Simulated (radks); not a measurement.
Results of a calculation; reference values are marked as such.
Question: Orbital eigenvalues (eV) of the iridium ion Ir+, [Xe] 4f14 5d7 6s1, of relativity; Dirac values are averaged over j with weights 2j + 1. Spin-unpolarised spherical Kohn-Sham, PBE, point nucleus unless stated (finite: rms radius 5.4032 fm), a radial shooting solver on a logarithmic mesh with Libxc functionals. A level marked "c x" has the speed of light scaled by that factor and shares open shells by 2j + 1; other Dirac levels either fill j = l - 1/2 first or share by 2j + 1.

shell       non-rel.
3s           -2673.8
3p           -2460.1
3d           -2061.7
4s           -561.05
4p           -470.01
4d           -303.21
5s           -86.708
4f           -81.846
5p           -58.799
5d           -16.557
6s           -11.555
6p (empty)   -7.0079

Give the values at the level "Dirac, 2j+1 shares, finite nucleus".

Answer: 
shell       Dirac, 2j+1 shares, finite nucleus  change of magnitude (%)
3s                                     -3114.8                   +16.49
3p                                     -2627.6                    +6.81
3d                                     -2044.5                    -0.84
4s                                     -670.94                   +19.59
4p                                     -509.27                    +8.35
4d                                     -298.57                    -1.53
5s                                     -106.00                   +22.25
4f                                     -70.269                   -14.14
5p                                     -63.840                    +8.57
5d                                     -15.336                    -7.38
6s                                     -13.563                   +17.38
6p (empty)                             -7.2836                    +3.93
